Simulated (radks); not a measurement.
Q: The mean radii <r> (bohr) of the occupied orbitals of an atom or ion are listed with their occupations. Calculated with a radial shooting solver on a logarithmic mesh with Libxc functionals: non-relativistic Kohn-Sham, r2SCAN, spin-polarised, spherical densities, point nucleus; meta-GGA in the generalised Kohn-Sham scheme.

orbital  occ.      <r>
1s up       1  0.09730
1s down     1  0.09729
2s up       1   0.4790
2s down     1   0.4792
2p up       3   0.4424
2p down     3   0.4425
3s up       1    1.703
3s down     1    1.728
3p up       3    2.028
3p down     1    2.121

Name the element and its charge. Open shells, if any, are filled with parallel spins first.

A: Z = 16, sulfur, charge 0: S in [Ne] 3s2 3p4. The 1s radius gives Z: for a bare nucleus <r> = 1.5/Z, 0.09375 bohr for Z = 16, and screening makes it slightly larger (0.09730 here). The occupations add up to 16, and the charge is Z minus that.
